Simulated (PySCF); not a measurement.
Peak assignment

Geometry:
```
atom   x (Å)   y (Å)   z (Å)
  F1   4.060  -0.227  -0.482
  C2   2.813   0.159  -0.532
  F3   2.669   1.262  -1.226
  C4   1.809  -0.506   0.056
  F5   2.171  -1.610   0.722
  C6   0.381  -0.192   0.073
  C7  -0.463  -1.040   0.807
  C8  -1.834  -0.805   0.859
  C9  -2.386   0.280   0.181
 C10  -1.554   1.128  -0.549
 C11  -0.183   0.901  -0.608
 H12  -0.034  -1.891   1.337
 H13  -2.474  -1.479   1.433
 H14  -3.462   0.464   0.220
 H15  -1.977   1.981  -1.085
 H16   0.445   1.576  -1.188
```

- σ from GIAO-PBE/pcSseg-2
- geometry from PBE0-D3(BJ)/def2-SVP
- J couplings at B3LYP/pcJ-1 (spin–dipole term only in couplings to heteroatoms)
- code: PySCF 2.14
- one averaged value for each set of equivalent atoms, single conformer, relativity neglected, no solvent

δ = σ(ref) − σ, references computed at the same level: 13C (σ = 179.39 ppm), 1H (σ = 31.18 ppm) against TMS.

Problem. Assign these signals to the numbered atoms. 13C{1H} NMR (computed): δ 167.9 (C, ddd, J = 369.2, 362.3, 52.4 Hz), 139.5 (C, ddd, J = 289.1, 43.9, 22.5 Hz), 137.3 (C, ddd, J = 19.9, 9.7, 2.9 Hz), 136.4 (CH), 134.4 (CH), 129.6 (CH, d, J = 8.0 Hz).

Solution. 
167.9 → C2, fully substituted alkene carbon
139.5 → C4, fully substituted alkene carbon: an sp2 carbon of a C=C bond
137.3 → C6, substituted aromatic carbon
136.4 → C8/C10, aromatic CH: the aromatic region
134.4 → C9, aromatic CH
129.6 → C7/C11, aromatic CH

C6 and C8/C10; C8/C10 and C9 lie closer than the usual error of such a calculation, so a measured spectrum could show them in the other order.

Problem. Assign these signals to the numbered atoms. 1H NMR (400 MHz, computed): δ 7.72 (dt, J = 9.1, 1.2 Hz, 2H), 7.55 (dd, J = 9.1, 8.3 Hz, 2H), 7.39 (t, J = 8.3 Hz, 1H).

Solution. 
```tsv
δ (ppm)	atoms	environment	reason
7.72	H12/H16	hydrogen on an aromatic CH	it sits in the deshielding region of the aromatic ring current
7.55	H13/H15	hydrogen on an aromatic CH	–
7.39	H14	hydrogen on an aromatic CH	–
```

C–F couplings over four or more bonds (about 3 Hz to the para carbon of a fluoroarene) are left out. Common functionals overestimate the size of one-bond C–F couplings by tens of Hz; these are unscaled. Splittings below 1 Hz are ignored in the labels, and close J values are merged. Couplings among chemically equivalent protons are left out too, so labels in AA′BB′ or AA′XX′ sets are apparent multiplicities. Unscaled 3J(H,H) at this level run about 10 % above measured values. Shifts are as computed, not scaled to solution data. Of 1328 compounds with measured shifts, 309 miss one by over three times the rms of a fit or turn the order of signals round; such compounds aren't used in these exercises. Signals without a measured value on file couldn't be tested in this way.
